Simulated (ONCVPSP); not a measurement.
## gold (Au): one change to an ONCV potential, before and after

* Element: gold
* Generator: ONCVPSP 4.0.1
* Type: optimised norm-conserving Vanderbilt (ONCV)
* Functional: PBE
* Relativity: scalar-relativistic
* Frozen core: [Kr] 4d10 4f14
* Valence charge: 19
* Reference configuration: 5s2 5p6 5d10 6s1
* Partial waves: 5s+6s: rc 1.25 bohr, ncon 4, nbas 7, qcut 7.6 1/bohr, 2 projectors; 5p: rc 1.35 bohr, ncon 4, nbas 7, qcut 8 1/bohr, 2 projectors, debl 2.1 Ha; 5d: rc 1.55 bohr, ncon 4, nbas 8, qcut 6.6 1/bohr, 2 projectors, debl 0.8 Ha; f scattering state at 0.09 Ha: rc 1.35 bohr, ncon 3, nbas 6, qcut 7.8 1/bohr, 1 projector
* Local potential: polynomial inside 1.00 bohr (lpopt 5, dvloc0 -1 Ha)
* Core correction: none

In the p channel the program set the typed energies aside and used -2.197, 0.250 Ha.

Change: s: nproj 4.

Cutoffs: the cutoffs (Ha) at which the residual kinetic energy of the hardest occupied pseudo-wave falls to 1 and 0.1 mHa per electron; they do not see the model core or the augmentation charge, which bear on the density cutoff. Errors are all-electron minus pseudo energies relative to the spin-unpolarised reference configuration.

**Question.** Predict the effect on cutoff, ghosts and configuration errors.

**Answer.** The potential gets neither clearly harder nor softer (36 Ha and 77 Ha → 36 Ha and 77 Ha); the errors of the 4 common tests hardly move; the range in which the s phases agree widens (upper end 3.3 → at the end of the scan); neither file shows a bound ghost.

| quantity | base | changed |
| --- | --- | --- |
| cutoff, loose | 36 Ha | 36 Ha |
| cutoff, tight | 77 Ha | 77 Ha |
| bound ghosts | none | none |
| GHOST(+) flags under 300 eV | s at 98.4 eV | none |
| error for 5s2 5p6 5d10 6s0, meV [ΔE 9.41 eV] | -3.7 | -3.6 |
| error for 5s2 5p6 5d9 6s0, meV [ΔE 30.62 eV] | -5.7 | -5.6 |
| error for 5s2 5p6 5d8 6s0, meV [ΔE 64.49 eV] | -15 | -15 |
| error for 5s2 5p6 5d7 6s0, meV [ΔE 112.21 eV] | -35 | -35 |
| s: phases at 1.27 bohr within 0.05 rad from the reference energy up to (Ha; the scan ends near 5) | 3.3 | to the end of the scan |
| p: phases at 1.37 bohr within 0.05 rad from the reference energy up to (Ha; the scan ends near 5) | to the end of the scan | to the end of the scan |
| d: phases at 1.58 bohr within 0.05 rad from the reference energy up to (Ha; the scan ends near 5) | to the end of the scan | to the end of the scan |
| f: phases at 1.37 bohr within 0.05 rad from the reference energy up to (Ha; the scan ends near 5) | 1.1 | 1.1 |
